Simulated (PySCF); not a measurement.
Compound: C₅H₉N₃OSi.
Bonds: C1–C2, C2–O3 (double), C2–C4, C4–N5 (aromatic), N5–N6 (aromatic), N6–C7, N6–N8 (aromatic), N8–C9 (aromatic), C9–Si10, C4–C9 (aromatic). Hydrogens: H11, H12, H13 on C1; H14, H15, H16 on C7; H17, H18, H19 on Si10.

The same species was optimised twice, with GFN2-xTB and with PBE0-D3(BJ)/def2-SVP (PySCF), and the same property calculations (PySCF, gas phase) were run on both structures.

```
     coordinate  GFN2-xTB  PBE0-D3(BJ)/def2-SVP  change
      C2–C4 (Å)     1.451                 1.475  +0.024
      N6–C7 (Å)     1.431                 1.442  +0.011
      N8–C9 (Å)     1.325                 1.335  +0.010
    C9–Si10 (Å)     1.876                 1.881  +0.005
      N5–N6 (Å)     1.305                 1.309  +0.004
      C4–C9 (Å)     1.413                 1.416  +0.003
      N6–N8 (Å)     1.318                 1.320  +0.002
      C2=O3 (Å)     1.217                 1.214  -0.003
      C4–N5 (Å)     1.335                 1.334  -0.001
      C1–C2 (Å)     1.501                 1.501   0.000
 N8–C9–Si10 (°)     129.2                 124.5    -4.7
 C4–C9–Si10 (°)     124.2                 128.8    +4.6
   C2–C4–N5 (°)     128.1                 124.7    -3.4
   C2–C4–C9 (°)     123.4                 126.4    +3.0
   C1–C2–C4 (°)     116.7                 118.0    +1.3
   N5–N6–N8 (°)     115.3                 116.0    +0.7
   C1–C2–O3 (°)     124.0                 123.2    -0.8
   N6–N8–C9 (°)     105.5                 104.7    -0.8
C1–C2–C4–N5 (°)         0                     0       0
```

Rotational constants: A = 1517, B = 1039, C = 626.0 MHz (GFN2-xTB) against A = 1398, B = 1059, C = 611.5 MHz (PBE0-D3(BJ)/def2-SVP).

On the GFN2-xTB structure: HOMO (eV) -7.68 [PBE0/pcSseg-1]; LUMO (eV) -1.61 [PBE0/pcSseg-1]; dipole (D) 3.90 [PBE0/pcSseg-1]; GIAO shielding of C1 (ppm) 157.9 [PBE0/pcSseg-1]; GIAO shielding of C2 (ppm) -12.4 [PBE0/pcSseg-1]; GIAO shielding of O3 (ppm) -294.3 [PBE0/pcSseg-1]; GIAO shielding of C4 (ppm) 28.3 [PBE0/pcSseg-1]; GIAO shielding of N5 (ppm) -101.8 [PBE0/pcSseg-1]; GIAO shielding of N6 (ppm) -12.8 [PBE0/pcSseg-1]; GIAO shielding of C7 (ppm) 145.2 [PBE0/pcSseg-1]; GIAO shielding of N8 (ppm) -113.3 [PBE0/pcSseg-1].

Q: What do these properties become on the PBE0-D3(BJ)/def2-SVP structure?

A: 
```csv
property,level,on GFN2-xTB,on PBE0-D3(BJ)/def2-SVP,change
HOMO (eV),PBE0/pcSseg-1,-7.68,-7.66,+0.02
LUMO (eV),PBE0/pcSseg-1,-1.61,-1.55,+0.06
dipole (D),PBE0/pcSseg-1,3.90,4.03,+0.13
"energy, GFN2-xTB geometry as zero (kcal/mol)",PBE0/pcSseg-1,0.0,-2.3,-2.3
GIAO shielding of C1 (ppm),PBE0/pcSseg-1,157.9,155.9,-2.0
GIAO shielding of C2 (ppm),PBE0/pcSseg-1,-12.4,-12.6,-0.2
GIAO shielding of O3 (ppm),PBE0/pcSseg-1,-294.3,-311.2,-16.9
GIAO shielding of C4 (ppm),PBE0/pcSseg-1,28.3,27.5,-0.8
GIAO shielding of N5 (ppm),PBE0/pcSseg-1,-101.8,-101.7,+0.1
GIAO shielding of N6 (ppm),PBE0/pcSseg-1,-12.8,-14.1,-1.3
GIAO shielding of C7 (ppm),PBE0/pcSseg-1,145.2,142.9,-2.3
GIAO shielding of N8 (ppm),PBE0/pcSseg-1,-113.3,-118.4,-5.1
```

The heavy atoms differ by 0.070 Å rms after alignment. Among bonds between heavy atoms C2–C4 changes most (+0.024 Å). Changes are differences of the printed values. Neither structure is proved a minimum here.

Conformer computed: `[CH3:1][C:2](=[O:3])[c:4]1[n:5][n:6]([CH3:7])[n:8][c:9]1[SiH3:10]`: C1–C2–C4–N5 0°.
